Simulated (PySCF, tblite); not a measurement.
Isomers of C5H8FO2 (doublet state). Level: GFN2-xTB in tblite, geometry and Hessian alike; calculated harmonic values, unscaled, isolated species. This tight-binding method is rough: wavenumbers can miss measured ones by several per cent, in bad cases by 10 to 20. One conformer each. Open shells enter through the occupations alone, without spin polarisation, and single modes of such species can be off by tens of per cent.

Electronic energies: B3LYP/pcH-1 single points on the GFN2-xTB geometries (PySCF, gas phase).

```
                SMILES  electronic energy, lowest = 0 (kJ/mol)
      CCO[C]1OC[C@H]1F                                     0.0
      CCO[C@H]1OC[C]1F                                    28.1
CCO[C@@H]1O[CH][C@H]1F                                     2.7
```

Question: How do GFN2-xTB zero-point energies change the relative energies?

Answer: 
| SMILES | ZPE (kJ/mol) | of it from modes above 1550 cm⁻¹ | electronic (kJ/mol) | with ZPE, lowest = 0 (kJ/mol) | lowest mode (cm⁻¹) | rings |
| --- | --- | --- | --- | --- | --- | --- |
| CCO[C]1OC[C@H]1F | 325.2 | 143.0 | 0.0 | 0.0 | 32 | 1 |
| CCO[C@@H]1O[CH][C@H]1F | 322.4 | 143.2 | 2.7 | 0.0 | 49 | 1 |
| CCO[C@H]1OC[C]1F | 322.1 | 140.3 | 28.1 | 25.0 | 56 | 1 |

The zero-point energies span 3.1 kJ/mol, from `CCO[C@H]1OC[C]1F` to `CCO[C]1OC[C@H]1F`. The order is unchanged, ties at the printed digit aside.

Question: And how do the electronic energies of GFN2-xTB itself compare?

Answer: `CCO[C]1OC[C@H]1F` 0.0; `CCO[C@@H]1O[CH][C@H]1F` 19.7; `CCO[C@H]1OC[C]1F` 45.4 kJ/mol, lowest = 0. Against the energies above, taken from the same isomer `CCO[C]1OC[C@H]1F`, the largest difference is 17.3 kJ/mol.

Question: What do entropy and thermal enthalpy add at 298.15 K and 1 bar (rigid rotor, harmonic oscillator, one conformer each)?

Answer: 
| SMILES | point group | symmetry number | S (J/(mol K)) | H − H(0) (kJ/mol) | ZPE + H − H(0) − TS (kJ/mol) |
| --- | --- | --- | --- | --- | --- |
| CCO[C]1OC[C@H]1F | C1 | 1 | 393.1 | 24.95 | 233.0 |
| CCO[C@@H]1O[CH][C@H]1F | C1 | 1 | 386.8 | 24.90 | 232.0 |
| CCO[C@H]1OC[C]1F | C1 | 1 | 392.2 | 25.24 | 230.4 |

S holds R ln(2S + 1) for the spin.
